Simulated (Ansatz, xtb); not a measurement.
## Relative energy of two isomers of C3H7FGeO2

Structure X: `C=C([O][GeH3])OCF`, a singlet. Structure Y: `CC(=O)O[C@H](F)[GeH3]`, a singlet. Both are isolated molecules in the gas phase, relaxed with B3LYP/def2-SVP; the shapes shown needn't be the lowest conformers.

X (Å):

```xyz
14

C     1.4894   -1.8615   -1.2115
C     1.1809   -1.3468   -0.0072
C     0.2619    0.6758   -0.8797
F    -0.2991    1.7989   -0.3776
Ge    0.9985   -1.2762    2.7797
O     1.4199   -1.9739    1.1452
O     0.5907   -0.1341    0.2129
H     1.9598   -2.8424   -1.2547
H     1.2870   -1.3348   -2.1418
H    -0.5227   -1.0750    2.8751
H     1.7820    0.0284    2.9986
H     1.4871   -2.4003    3.7045
H     1.1733    0.9406   -1.4484
H    -0.4660    0.1599   -1.5339
```

Y (Å):

```xyz
14

C    -1.0395    0.9350    1.4122
C    -0.8136    0.1209    0.1687
C    -0.9628   -2.1278   -0.6448
F     0.3091   -2.6121   -0.4200
Ge   -1.0913   -1.5989   -2.5854
O    -0.3235    0.5173   -0.8569
O    -1.2466   -1.1582    0.3411
H    -0.3924    0.5532    2.2178
H    -2.0802    0.8273    1.7525
H    -0.8044    1.9871    1.2133
H    -1.6712   -2.9421   -0.4269
H     0.2580   -1.1323   -3.1394
H    -1.4939   -2.9219   -3.2871
H    -2.2177   -0.5742   -2.8062
```

Quicker runs give these differences E(Y) − E(X): GFN2-xTB −25.3 kJ/mol; HF/STO-3G −53.5 kJ/mol (at GFN2-xTB geometries); r2SCAN-D4/def2-SVP −65.6 kJ/mol (at GFN2-xTB geometries).

Estimate E(Y) − E(X) at the level CCSD(T)/def2-SVP + ΔMP2/def2-TZVPP.

Calculated at CCSD(T)/def2-SVP + ΔMP2/def2-TZVPP: E(Y) − E(X) = −49.3 kJ/mol, so structure Y lies lower.

Level by level:

| level | geometry | E(Y) − E(X) (kJ/mol) | departure from the last row (kJ/mol) | job, with rough time for the two |
| --- | --- | --- | --- | --- |
| GFN2-xTB | GFN2-xTB | −25.3 | +24.0 | optimisation, 0.33 s |
| HF/STO-3G | GFN2-xTB | −53.5 | −4.2 | single point, 0.52 s |
| r2SCAN-D4/def2-SVP | GFN2-xTB | −65.6 | −16.2 | single point, 4.3 s |
| B3LYP/def2-SVP | B3LYP/def2-SVP | −56.8 | −7.5 | optimisation, 54 s |
| HF/def2-SVP | B3LYP/def2-SVP | −44.2 | +5.2 | part of the CCSD(T) run |
| MP2/def2-SVP | B3LYP/def2-SVP | −61.3 | −12.0 | part of the CCSD(T) run |
| CCSD(T)/def2-SVP | B3LYP/def2-SVP | −61.9 | −12.6 | single point |
| CCSD(T)/def2-SVP + ΔMP2/def2-TZVPP | B3LYP/def2-SVP | −49.3 |  | single point, 2 min |

As drawn, Y has 1 C–C, 1 C=O, 1 C–Ge in place of 1 C=C, 1 C–O, 1 Ge–O.

None of the levels shown reverses the order. The largest departure from CCSD(T)/def2-SVP + ΔMP2/def2-TZVPP is that of GFN2-xTB, 24.0 kJ/mol. The last row adds to CCSD(T) the change of the MP2 difference between the two basis sets, here +12.6 kJ/mol, a large step that makes the value less sure.

With thermal terms from frequencies at re-optimised GFN2-xTB minima (ideal gas, soft modes damped towards free rotors, one conformer each, 298.15 K, 1 atm): on the last row, ΔE + ΔZPE = −47.4, ΔH = −47.5, ΔG = −46.7 kJ/mol.

The correlated steps freeze 15 core orbitals; the filled d shell of Ge is correlated, in a basis made for valence electrons. Mirror images aren't counted in ΔG. Run with Ansatz 0.2.0, xtb 6.7.1; the last row on 4 threads of Arm Neoverse V1 on a shared host.
